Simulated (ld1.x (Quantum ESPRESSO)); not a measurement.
# What the settings do to the TM semilocal potential of tellurium

Base potential:

ld1.x (Quantum ESPRESSO) 7.5 input, shortened:

```
&input
   title='Te', zed=52., rel=1, dft='WC', iswitch=3,
   config='[Kr] 4d10 5s1.75 5p4.25'
 /
 &inputp
   pseudotype=1, tm=.true., lloc=1,
   nlcc=.true., new_core_ps=.true., rcore=0.50
 /
3
5S  1  0   1.75   0.00  1.80  1.80  0.0
4D  3  2  10.00   0.00  1.00  1.00  0.0
5P  2  1   4.25   0.00  1.90  1.90  0.0
 &test
   configts(1)='4d10 5s1.75 5p4.25'
 /
```

All-electron outer shells of the reference configuration (Wu–Cohen, scalar-relativistic, ld1.x):

| shell | level (eV) | outermost node (bohr) | outermost maximum (bohr) |
| --- | --- | --- | --- |
| 4s | -164.56 | 0.38 | 0.70 |
| 4p | -114.63 | 0.38 | 0.74 |
| 4d | -41.92 | 0.36 | 0.81 |
| 5s | -15.36 | 0.91 | 1.80 |
| 5p | -6.11 | 1.00 | 2.17 |

Cutoffs, loose and tight: the cutoffs (Ry, on a coarse ladder) from which the occupation-weighted sum of valence levels, in a spherical-Bessel basis at the reference potential, stays within 10 and 1 mRy of its value at 400 Ry. They do not see the model core or the augmentation charge, which bear on the density cutoff. Test errors are all-electron minus pseudo excitation energies from the reference, over the configurations 4d10 5s2 5p4; 4d10 5s2 5p3; 4d10 5s2 5p2; 4d9 5s2 5p5; 4d10 5s0 5p6; 4d10 5s1 5p5; 4d10 5s2 5p3.5. A dash means not determined; rows that change the core or the reference have their own tests.

In the semilocal form every listed channel keeps its own potential, so the choice of the local channel does not act on these tests. It acts once the file is put into the separable form.

A semilocal file is local in each channel, so a ghost entry of none says nothing of the separable form that plane-wave codes build from it.

```csv
change,outcome,"cutoff, loose","cutoff, tight",bound ghosts,largest test error (meV)
base,generated,120 Ry,180 Ry,none,-315
core correction Bessel-smoothed model core inside 1.20 bohr,generated,120 Ry,180 Ry,none,-315
functional PBEsol,generated,120 Ry,180 Ry,none,-316
wave 5s (bound): rc 1.80 bohr becomes 5s (bound): rc 1.84 bohr,generated,120 Ry,180 Ry,none,-315
wave 5p (bound): rc 1.90 bohr becomes 5p (bound): rc 2.00 bohr,generated,120 Ry,180 Ry,none,-329
local potential the s channel,generated,120 Ry,180 Ry,none,-315
```

(1) What comes out with this change to the base: core [Kr] 4d10, valence charge 6; reference 5s2 5p4; waves now 5p (bound): rc 1.55 bohr; 5s (bound): rc 1.30 bohr; local potential the s channel; core correction none?

Answers

(1) outcome: generated; cutoff, loose: 120 Ry; cutoff, tight: 200 Ry; bound ghosts: none; largest test error (meV): +228.
